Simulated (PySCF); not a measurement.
## Bond curve of SiAs

Set-up: Si cc-pV(T+d)Z, As cc-pVTZ-PP with ECP10; scalar-relativistic core potentials (PySCF 2.14). Energies in eV from Si + As in their ground configurations at the same level. All curves are PBE0. state 1: ²Π (doublet), unpaired electrons π ↑; state 2: ²Σ⁺ (doublet), unpaired electrons σ ↑, a second solution, started from another occupation; state 3: ⁴Π (quartet), unpaired electrons π ↑↑↑, a second solution, started from another occupation; state 4: ⁶Σ⁺ (sextet), unpaired electrons σ ↑, π ↑↑↑↑, a second solution, started from another occupation.

| R (Å) | state 1 | state 2 | state 3 | state 4 |
| --- | --- | --- | --- | --- |
| 1.871 | -1.962 | -2.500 | 1.451 | 3.3508 |
| 1.958 | -2.697 | -2.947 | 0.271 | 2.0920 |
| 2.045 | -3.103 | -3.109 | -0.548 | 1.1926 |
| 2.111 | -3.247 | -3.096 | -0.983 | 0.6979 |
| 2.176 | -3.286 | -2.998 | -1.297 | 0.3239 |
| 2.241 | -3.244 | -2.840 | -1.515 | 0.0460 |
| 2.328 | -3.096 | -2.566 | -1.688 | -0.2088 |
| 2.437 | -2.819 | -2.204 | -1.764 | -0.3926 |
| 2.568 | -2.444 | -1.792 | -1.717 | -0.4840 |
| 2.742 | -1.957 | -1.311 | -1.515 | -0.4850 |

Q: Put a parabola through the three lowest points of the state 1 curve and estimate Re, k and ωe (reduced mass 20.37 u; 1 eV/Å² = 0.16022 mdyn/Å; ωe = 1302.8·√(k/μ) cm⁻¹).

A: Through R = 2.111, 2.176, 2.241 Å the second-order coefficient is 9.59 eV/Å², so Re ≈ 2.175 Å, k ≈ 3.07 mdyn/Å and ωe ≈ 506 cm⁻¹. A polynomial fit of higher order to the unrounded PBE0 energies gives Re = 2.172 Å, k = 3.08 mdyn/Å, ωe = 507 cm⁻¹; anharmonicity and rounding make the difference.

The higher-order fit for each curve: state 1: Re = 2.172 Å, ωe = 507 cm⁻¹, De = 3.29 eV; state 2: Re = 2.069 Å, ωe = 560 cm⁻¹, minimum 3.12 eV below the ground-state fragments; state 3: Re = 2.454 Å, ωe = 336 cm⁻¹, minimum 1.77 eV below the ground-state fragments; state 4: Re = 2.650 Å, ωe = 205 cm⁻¹, minimum 0.496 eV below the ground-state fragments.

⟨S²⟩ of the unrestricted solution departs from its pure value on part of the curve, where spin states mix. Spin–orbit coupling is left out. The state is the lowest determinant that a PBE0 search found; another state may lie lower at other levels.
